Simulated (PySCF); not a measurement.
## SMILES C=C=C(CC)C(=C)C, C8H12

Molfile (atoms numbered from 1):
```
C8H12
     RDKit          3D

 20 19  0  0  0  0  0  0  0  0999 V2000
    0.4834    2.1655    1.2816 C   0  0  0  0  0  0  0  0  0  0  0  0
    0.2716    1.0682    0.6305 C   0  0  0  0  0  0  0  0  0  0  0  0
    0.0598   -0.0419   -0.0299 C   0  0  0  0  0  0  0  0  0  0  0  0
    1.2189   -0.8918   -0.4982 C   0  0  0  0  0  0  0  0  0  0  0  0
    2.5757   -0.3173   -0.1115 C   0  0  0  0  0  0  0  0  0  0  0  0
   -1.3116   -0.4787   -0.3223 C   0  0  0  0  0  0  0  0  0  0  0  0
   -1.5905   -1.5885   -1.0014 C   0  0  0  0  0  0  0  0  0  0  0  0
   -2.4064    0.4080    0.1972 C   0  0  0  0  0  0  0  0  0  0  0  0
    0.5996    3.1154    0.7814 H   0  0  0  0  0  0  0  0  0  0  0  0
    0.5540    2.1871    2.3588 H   0  0  0  0  0  0  0  0  0  0  0  0
    1.1615   -0.9886   -1.5861 H   0  0  0  0  0  0  0  0  0  0  0  0
    1.1126   -1.8925   -0.0696 H   0  0  0  0  0  0  0  0  0  0  0  0
    2.7107    0.6707   -0.5458 H   0  0  0  0  0  0  0  0  0  0  0  0
    3.3737   -0.9648   -0.4689 H   0  0  0  0  0  0  0  0  0  0  0  0
    2.6589   -0.2285    0.9695 H   0  0  0  0  0  0  0  0  0  0  0  0
   -2.6098   -1.8781   -1.1948 H   0  0  0  0  0  0  0  0  0  0  0  0
   -0.8349   -2.2473   -1.3898 H   0  0  0  0  0  0  0  0  0  0  0  0
   -2.3114    1.4091   -0.2213 H   0  0  0  0  0  0  0  0  0  0  0  0
   -2.3378    0.4959    1.2807 H   0  0  0  0  0  0  0  0  0  0  0  0
   -3.3832    0.0086   -0.0629 H   0  0  0  0  0  0  0  0  0  0  0  0
  1  2  2  0
  2  3  2  0
  3  4  1  0
  4  5  1  0
  3  6  1  0
  6  7  2  0
  6  8  1  0
  1  9  1  0
  1 10  1  0
  4 11  1  0
  4 12  1  0
  5 13  1  0
  5 14  1  0
  5 15  1  0
  7 16  1  0
  7 17  1  0
  8 18  1  0
  8 19  1  0
  8 20  1  0
M  END
```

Computed with GIAO KT3/pcSseg-1 magnetisability, rotational g tensor and spin-rotation constants, non-relativistic, gas phase in PySCF. Geometry: GFN2-xTB.

(1) Give the nuclear spin-rotation constants along the inertial axes (H = +C I·J) beside the isotropic shieldings.

(2) How do the rotational constants and the g tensor change when H9, H10, H11, H12, H13, H14, H15, H16, H17, H18, H19, H20 are replaced by deuterium?

Answers

(1) Rotational constants 2.5780, 1.7155, 1.0576 GHz. A star marks the isotopologue with that one atom substituted, in its own axes.
```tsv
atom	isotope	Caa (kHz)	Cbb (kHz)	Ccc (kHz)	mean (kHz)	σ (ppm)
H9	1H	-0.249	-0.102	0.028	-0.108	26.6
H10	1H	-0.249	-0.100	0.027	-0.107	26.6
H11	1H	-0.253	-0.099	-0.019	-0.124	29.5
H12	1H	-0.252	-0.099	-0.021	-0.124	29.5
H13	1H	-0.238	-0.128	-0.026	-0.131	30.6
H14	1H	-0.183	-0.015	-0.117	-0.105	30.5
H15	1H	-0.241	-0.127	-0.025	-0.131	30.6
H16	1H	0.232	-0.171	-0.123	-0.021	26.8
H17	1H	-0.145	0.077	-0.123	-0.064	26.9
H18	1H	-0.253	-0.103	-0.018	-0.125	29.6
H19	1H	-0.252	-0.109	-0.016	-0.126	29.6
H20	1H	0.104	-0.180	-0.125	-0.067	30.0
C1	13C*	0.379	0.345	0.373	0.366	107.9
C2	13C*	1.052	0.763	0.470	0.762	-20.9
C3	13C*	0.934	0.554	0.174	0.554	77.3
C4	13C*	0.430	0.277	0.152	0.286	159.0
C5	13C*	0.355	0.241	0.152	0.250	169.5
C6	13C*	1.192	0.657	0.141	0.663	48.6
C7	13C*	0.962	0.533	0.153	0.549	80.4
C8	13C*	0.404	0.246	0.183	0.277	158.7
```
For the geometry as given, no vibrational averaging.

(2) Constants 2.0734, 1.4061, 0.8750 GHz; g -0.0142, -0.0120, 0.0001, against -0.0178, -0.0145, 0.0002 before.
